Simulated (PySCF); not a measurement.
```xyz
11

Ge     1.9902     0.2531    -0.2915
Ge     0.0071    -0.6310     0.7852
Ge    -1.9958     0.2122    -0.2880
H      3.2697    -0.2883     0.3736
H      2.0005    -0.1439    -1.7796
H      1.9958     1.7907    -0.1960
H      0.0228    -2.1716     0.7126
H      0.0048    -0.2278     2.2739
H     -2.0226    -0.2272    -1.7637
H     -3.2624    -0.3179     0.4094
H     -2.0101     1.7515    -0.2360
```

Charge 0, multiplicity 1.

### Question
Give the Mulliken and meta-Löwdin atomic charges from PBE0-D3(BJ)/def2-TZVP // PBE0-D3(BJ)/def2-SVP (PySCF 2.14.0).

### Answer

| atom | Mulliken (e) | meta-Löwdin (e) |
|---|---|---|
| Ge1 | -0.02 | 0.13 |
| Ge2 | -0.10 | 0.06 |
| Ge3 | -0.02 | 0.13 |
| H4 | 0.02 | -0.04 |
| H5 | 0.02 | -0.04 |
| H6 | 0.02 | -0.04 |
| H7 | 0.02 | -0.04 |
| H8 | 0.02 | -0.04 |
| H9 | 0.02 | -0.04 |
| H10 | 0.02 | -0.04 |
| H11 | 0.02 | -0.04 |
